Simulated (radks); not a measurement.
The numbers below are computed, except where a source is named.
Effect of the nuclear size on neutral barium, [Xe] 6s2. Code: a radial shooting solver on a logarithmic mesh with Libxc functionals. Model: Dirac Kohn-Sham, exchange-only LDA, spin-unpolarised, spherical densities, finite nucleus; Fermi nuclear charge, rms radius 4.8378 fm. The rms radius is varied about that value; shifts are against it.

| rms radius (fm) | total energy shift (eV) | density at nucleus (e/bohr^3) | 1s1/2 shift (meV) | 2s1/2 shift (meV) | 4p1/2 shift (meV) | 5s1/2 shift (meV) | 5p1/2 shift (meV) |
|---|---|---|---|---|---|---|---|
| 4.3492 | -1.60 | 3.281e+05 | -667 | -80.0 | 0.315 | -0.499 | 0.123 |
| 4.5669 | -0.904 | 3.25e+05 | -377 | -45.2 | 0.178 | -0.282 | 0.070 |
| 4.8378 | 0 | 3.214e+05 | 0.000 | 0.000 | 0.000 | 0.000 | 0.000 |
| 5.2926 | 1.61 | 3.159e+05 | 672 | 80.6 | -0.318 | 0.503 | -0.124 |
| 5.3603 | 1.86 | 3.151e+05 | 776 | 93.1 | -0.367 | 0.581 | -0.143 |

Slopes of the eigenvalues against <r^2> in GHz/fm^2, as finite differences over the two radii next to the reference (eigenvalue slopes, not the field-shift constants of lines): 1s1/2 35400, 2s1/2 4250, 4p1/2 -16.8, 5s1/2 26.5, 5p1/2 -6.54.
